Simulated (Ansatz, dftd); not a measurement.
Species: SiNH₄, charge 0, doublet. SiNH4 (SMILES [NH][SiH3], doublet).
B3LYP-D3(BJ)/def2-TZVP minimum from Ansatz (a program for electronic structure):
```xyz
6

N      1.1559    -0.3130    -0.3132
Si    -0.4627     0.1679     0.1638
H      1.1596    -1.0375    -1.0359
H     -1.0918    -0.9647     0.8946
H     -1.3070     0.4999    -1.0140
H     -0.3734     1.3421     1.0547
```
Charge 0, spin multiplicity 2.

Property: atomisation energy (electronic, to ground-state atoms), in kcal/mol. UHF or UKS for unpaired electrons; spin-orbit terms are left out. Cores are frozen in correlated methods. Rows without X2C or -DK are non-relativistic. CBS(X,Y): correlation extrapolated as X^-3, Hartree-Fock from the larger set. A bracket is a step between two methods taken in the basis named. The functionals are non-relativistic, so their misses hold any scalar relativity. Double hybrids freeze cores in their MP2 part. 'core' is core correlation in cc-pwCVTZ (1s frozen past Ne), 'X2C' scalar relativity in cc-pVTZ-DK, both at CCSD(T). Where a partner has so few electrons that a lower coupled-cluster level is exact, that level stands in.

Compared with CCSD(T)/CBS(cc-pV(T+d)Z,cc-pV(Q+d)Z) + [CCSDT(Q) - CCSD(T)]/cc-pV(T+d)Z + core + X2C (Ansatz): 400.1 kcal/mol.

Costs are rough ratios of core time, to one figure, on one kind of shared machine, summed over the single points of the molecules; atoms, geometries and frequencies are left out. The first row took roughly 8 core seconds; short runs hold start-up time.

```csv
level,program,cost relative to the first row,difference (kcal/mol)
B3LYP-D3(BJ)/def2-TZVPD,Ansatz + dftd3,1,5.8
r2SCAN-D4/def2-TZVPD,Ansatz + dftd4,1,0.4
B2PLYP-D3(BJ)/def2-TZVPD,Ansatz + dftd3,2,-3.3
wB97M-V/def2-TZVPD,Ansatz,2,1.9
wB97X-V/def2-TZVPD,Ansatz,3,5.0
CCSDT(Q)/cc-pV(D+d)Z,Ansatz,40,-39.9
```

The dearest row costs roughly 40 times the first. Costs within a factor of two don't rank. The table holds for this case alone.
